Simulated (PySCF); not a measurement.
# What a mistake does to a calculation on BClFH3N anion

All numbers below are calculated, not measured. They come from PySCF 2.14.0, an open-source quantum chemistry program, on an isolated molecule that a program drew, which may never have been made. The molecule is BClFH3N anion (charge -1, singlet), drawn as the SMILES string `N[BH-](F)Cl`.

Each row is a Hartree-Fock (HF) and frozen-core CCSD(T) single point in the aug-cc-pV(D+d)Z basis, meant for a local HF minimum. Run 1 is clean. Each other run has one planted mistake out of seven kinds, and not every kind appears here: one electron removed, one electron added, multiplicity raised by two, geometry at a saddle point, minimal basis STO-3G, one bond length entered in bohr, all coordinates scaled. The reference is restricted for singlets and unrestricted otherwise, and also for a bond in bohr. Adding or removing an electron swaps singlet and doublet. Electrons count all cores. HOMO and LUMO are orbital energies over both spins, the gradient is its largest component, and the lowest frequency (negative if imaginary) is given only where the gradient is small. Bond lengths are over the 6 bonds as drawn. T1 is the CCSD diagnostic: over 0.02 (restricted) or 0.045 (unrestricted) a single reference is doubtful.

Geometry of the clean run:
```xyz
7
BClFH3N anion, angstrom
N     0.0571   -0.1780    2.2480
B    -0.5974   -0.3273    3.5893
F    -0.8175    0.9054    4.2720
Cl   -2.4644   -1.0514    3.2601
H     1.0024    0.1449    2.3599
H    -0.4212    0.4931    1.6734
H    -0.0508   -1.1337    4.3201
```

```
run  electrons  basis functions  <S^2>  HOMO (eV)  LUMO (eV)  gradient (hartree/bohr)  lowest frequency (cm^-1)  mean bond (Å)  longest bond (Å)      T1  HF (hartree)  CCSD(T) (hartree)                 mistake
  1         42              128  0.000      -5.86       4.00                  3.9e-05                       181         1.3639             2.029  0.0129    -640.00521         -640.70917                no fault
  2         41              128  0.759     -10.88      -1.63                  8.1e-02                         -         1.3639             2.029  0.0331    -639.87265         -640.53465    one electron removed
  3         42              128  0.000      -5.39       4.06                  1.1e-01                         -         1.2425             1.849  0.0120    -639.94339         -640.63677  all coordinates scaled
  4         42               27  0.000      -2.38      18.63                  5.0e-02                         -         1.3639             2.029  0.0079    -632.50654         -632.63283    minimal basis STO-3G
  5         42              128  2.008      -0.05       2.79                  6.8e-02                         -         1.3639             2.029  0.0216    -639.87049         -640.53610                       ?
  6         42              128  0.823      -6.08       4.02                  1.9e-02                         -         1.5129             2.029  0.0519    -639.88511         -640.57723                       ?
```

**Which mistake was planted in run 5, and what did it cost?**

Electrons, basis and geometry are unchanged, and <S^2> is 2.008, beside S(S+1) = 2.00 for a multiplicity of 3. So the mistake is: multiplicity raised by two. Subtracting run 1 and multiplying by 627.51 kcal/mol a hartree, the energy moved by 84.5 kcal/mol in HF and 108.6 kcal/mol in CCSD(T).

**Which mistake was planted in run 6, and what did it cost?**

The mean bond changes by a factor of 1.109 and the longest by 1.000, so the molecule wasn't scaled as a whole. A length L in bohr read as angstrom grows by (1/0.5292 - 1) L = 0.890 L. The 6 bonds together grew by 6 x 0.1490 = 0.894 Å, which gives L = 1.005 Å. That is the length of one of the H-N bonds, 1.005 Å in the clean geometry. So the mistake is: one bond length entered in bohr. Subtracting run 1 and multiplying by 627.51 kcal/mol a hartree, the energy moved by 75.4 kcal/mol in HF and 82.8 kcal/mol in CCSD(T).

Cautions from the logs. Run 6: T1 is over the limit, so its CCSD(T) energy is less reliable.
